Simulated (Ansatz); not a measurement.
Basis sets compared for `COc1ccc(-c2cc(C)c(-c3cc(C)c(-c4cc(C)c(-c5cc(C)c(-c6ccc(C(F)=C(F)F)cc6)s5)s4)s3)s2)cc1`. Charge 0, multiplicity 1. Geometry PBE-D4/def2-SVP. Ansatz on 4 threads of AMD EPYC 7R13 on a shared host and a share (37 GiB) of an NVIDIA H100 80GB HBM3; times are rough, and most runs start from earlier orbitals.

Cartesian coordinates in Å:
```
C -4.655 -8.654 -9.831
O -4.553 -8.665 -8.420
C -4.077 -7.554 -7.797
C -4.000 -7.616 -6.388
C -3.529 -6.526 -5.661
C -3.107 -5.332 -6.301
C -2.612 -4.187 -5.541
C -2.400 -2.876 -5.960
C -1.906 -1.998 -4.957
C -1.620 -0.544 -5.203
C -1.733 -2.652 -3.724
C -1.276 -2.159 -2.451
C -1.208 -2.850 -1.238
C -0.702 -2.102 -0.146
C -0.556 -2.664 1.238
C -0.363 -0.788 -0.519
C 0.176 0.301 0.253
C 0.544 1.572 -0.199
C 1.038 2.446 0.802
C 1.488 3.850 0.517
C 1.052 1.841 2.071
C 1.451 2.353 3.357
C 1.301 1.744 4.606
C 1.811 2.488 5.703
C 1.689 2.014 7.125
C 2.367 3.711 5.296
C 2.966 4.789 6.080
C 2.881 6.140 5.651
C 3.448 7.182 6.381
C 4.135 6.925 7.594
C 4.746 7.964 8.419
F 5.362 7.539 9.549
C 4.784 9.306 8.215
F 5.372 10.153 9.043
F 4.246 9.924 7.171
C 4.234 5.581 8.025
C 3.669 4.541 7.286
S 2.251 3.899 3.558
S 0.461 0.191 1.980
S -0.690 -0.521 -2.223
S -2.180 -4.345 -3.855
C -3.186 -5.292 -7.712
C -3.665 -6.377 -8.456
H -5.061 -9.640 -10.124
H -5.344 -7.858 -10.193
H -3.663 -8.514 -10.318
H -4.328 -8.538 -5.887
H -3.495 -6.593 -4.562
H -2.619 -2.536 -6.981
H -1.895 -0.261 -6.237
H -0.545 -0.304 -5.063
H -2.186 0.113 -4.509
H -1.530 -3.897 -1.141
H -0.856 -3.730 1.262
H -1.185 -2.119 1.974
H 0.491 -2.597 1.603
H 0.455 1.869 -1.254
H 1.283 4.122 -0.537
H 2.577 3.978 0.692
H 0.972 4.589 1.167
H 0.802 0.771 4.727
H 0.843 1.306 7.227
H 1.522 2.853 7.828
H 2.602 1.478 7.464
H 2.330 6.374 4.727
H 3.348 8.209 6.007
H 4.777 5.355 8.953
H 3.805 3.509 7.635
H -2.849 -4.393 -8.249
H -3.704 -6.298 -9.550
```

Single mean-field runs in def2-SVP, def2-TZVP are fitted with def2-universal-jkfit.

Binding counts from free atoms (C triplet, O triplet, F doublet, S triplet, H doublet) in the same basis, without a counterpoise term.

```csv
level,functions,energy (Eh),HOMO (eV),LUMO (eV),binding per atom (eV),wall time
PBE-D4/def2-SVP,753,-3313.1200,-4.23,-2.63,5.30,3.7 s
PBE0-D4/def2-SVP (with forces),753,-3313.3423,-4.99,-2.16,5.17,7 s
```

Question: Estimate the rows for PBE-D4/def2-TZVP, PBE0-D4/def2-TZVP.

Answer: 
```json
{"level": "PBE-D4/def2-TZVP", "functions": "1519", "energy (Eh)": "-3315.5393", "HOMO (eV)": "-4.29", "LUMO (eV)": "-2.72", "binding per atom (eV)": "5.22", "wall time": "7.5 s"}
{"level": "PBE0-D4/def2-TZVP", "functions": "1519", "energy (Eh)": "-3315.7442", "HOMO (eV)": "-4.97", "LUMO (eV)": "-2.19", "binding per atom (eV)": "5.09", "wall time": "8.5 s"}
```
